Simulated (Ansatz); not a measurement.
Basis sets compared for (ClBe-mu-OH)2 (Be₂Cl₂O₂H₂). Total charge 0; singlet. Geometry r2SCAN-D4/def2-SVP. Ansatz on 2 threads of Intel Xeon Platinum 8488C on a shared host; times are rough, and most runs start from earlier orbitals.

Cartesian coordinates in Å:
```
Be -0.9453 -0.5987 0.2039
Cl -2.4909 -1.5735 0.5391
O -0.3851 0.2600 -1.0211
Be 0.9459 0.5973 -0.2046
Cl 2.4894 1.5764 -0.5373
O 0.3861 -0.2620 1.0201
H -0.7158 0.4853 -1.8945
H 0.7158 -0.4847 1.8945
```

Binding counts from free atoms (Be singlet, Cl doublet, O triplet, H doublet) in the same basis, without a counterpoise term.

| level | functions | energy (Eh) | HOMO (eV) | LUMO (eV) | binding per atom (eV) | wall time |
| --- | --- | --- | --- | --- | --- | --- |
| PBE-D4/def2-SVP | 92 | -1100.8576 | -7.13 | -0.97 | 4.13 | 0.95 s |
| PBE0-D4/def2-SVP | 92 | -1100.9499 | -8.59 | -0.21 | 4.03 | 1.4 s |

**Question.** Estimate the rows for PBE-D4/def2-TZVP (with forces), PBE0-D4/def2-TZVP.

**Answer.** 
```json
{"level": "PBE-D4/def2-TZVP (with forces)", "functions": "186", "energy (Eh)": "-1101.3941", "HOMO (eV)": "-7.23", "LUMO (eV)": "-1.37", "binding per atom (eV)": "4.09", "wall time": "2.4 s"}
{"level": "PBE0-D4/def2-TZVP", "functions": "186", "energy (Eh)": "-1101.4831", "HOMO (eV)": "-8.66", "LUMO (eV)": "-0.68", "binding per atom (eV)": "4.01", "wall time": "2.6 s"}
```
